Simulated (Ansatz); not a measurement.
Ansatz (an electronic-structure program) input (PBE0/6-31G*):

Ansatz 0.2 input:
```yaml
crystal:
  periodic: [false, false, false]
  atoms:
    - {symbol: Br, position_ang: [2.05824477, -0.48966353, -0.13878737]}
    - {symbol: Si, position_ang: [0.00002654, -0.00460554, 1.02396651]}
    - {symbol: Br, position_ang: [-1.45372505, -1.53672447, -0.14340573]}
    - {symbol: Br, position_ang: [-0.60453033, 2.02823021, -0.12739350]}
basis:
  gaussian:
    orbitals: 6-31G*
hamiltonian:
  xc: {name: PBE0}
total_charge: -1
```

End of the output:

```
integrals: 0.08 GiB planned
1158 factors; integrals over basis functions are off by at most 6.2e-4 eV
0.16 GiB of the device are held for the grids
1.25 GiB of device memory are held for the factors and their scratch space
mean field: 0.24 GiB planned
mean field evaluation 1: about -217969.1462 eV, gradient 1.7e1 eV
mean field evaluation 2: about -217968.8328 eV, gradient 1.8e1 eV
mean field evaluation 4: about -217969.7608 eV, gradient 4.4e-1 eV
mean field evaluation 8: about -217969.7743 eV, gradient 8.9e-3 eV
mean field evaluation 16: about -217969.7743 eV, gradient 5.5e-5 eV
mean field -217969.77431601 eV, -8010.2414608939 hartree, gradient 5.5e-5 eV, S^2 0.000000; 0 other end points of the search recorded, 0 dependent functions left out
reference -217969.77433963 eV, -8010.2414617620 hartree; 60, 60 occupied and 64, 64 virtual orbitals, 1158 factors
Total energy: -217969.77433963 eV, -8010.2414617620 hartree
```

It need not be the lowest isomer of its formula. Whether it binds its extra electron was not tested at this geometry.
